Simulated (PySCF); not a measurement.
## Stretching KHg⁺

Set-up: basis K def2-SVP, Hg def2-SVP with ECP60; scalar-relativistic core potentials; PySCF 2.14. Energies in eV from K⁺ + Hg in their ground configurations at the same level. State: ¹Σ⁺ (singlet), closed shell.

All columns are PBE. A positive dipole points towards Hg; it is taken about the centre of mass and depends on that origin.

```tsv
R (Å)	E (eV)	μ (D)	Mulliken charge on K (basis-dependent)	HOMO (eV)	LUMO (eV)	Mayer bond order	⟨S²⟩
3.105	-0.096	-10.47	0.96	-11.37	-5.90	0.10	0.00
3.249	-0.154	-11.07	0.94	-11.22	-5.92	0.13	0.00
3.393	-0.183	-11.68	0.93	-11.08	-5.93	0.15	0.00
3.502	-0.192	-12.16	0.92	-10.97	-5.93	0.16	0.00
3.610	-0.194	-12.64	0.92	-10.86	-5.94	0.16	0.00
3.718	-0.191	-13.12	0.92	-10.75	-5.94	0.16	0.00
3.863	-0.181	-13.78	0.93	-10.62	-5.94	0.14	0.00
4.043	-0.165	-14.61	0.94	-10.45	-5.94	0.13	0.00
4.260	-0.143	-15.62	0.95	-10.26	-5.94	0.10	0.00
4.549	-0.114	-16.95	0.96	-10.03	-5.93	0.07	0.00
```

A fit through these points gives, at Re = 3.589 Å, μ = -12.54 D and dμ/dR = -4.46 D/Å; the reduced mass is 32.66 u.

Question: How strong is the fundamental in the double-harmonic approximation, I = 42.26·(dμ/dR)²/μred km/mol?

Answer: I = 42.26·(-4.46)²/32.66 = 25.7 km/mol at PBE.

Closed-shell solutions of metal pairs were not tested for spin polarisation, which can lower them a little. The bond is weak. Basis-set superposition, not corrected here, can be much of De in a small basis, most of all at correlated wavefunction levels. Spin–orbit coupling is left out. For an ion De counts to the pair picked by the measured ionisation energies or electron affinities, which need not be the lowest pair at this level.
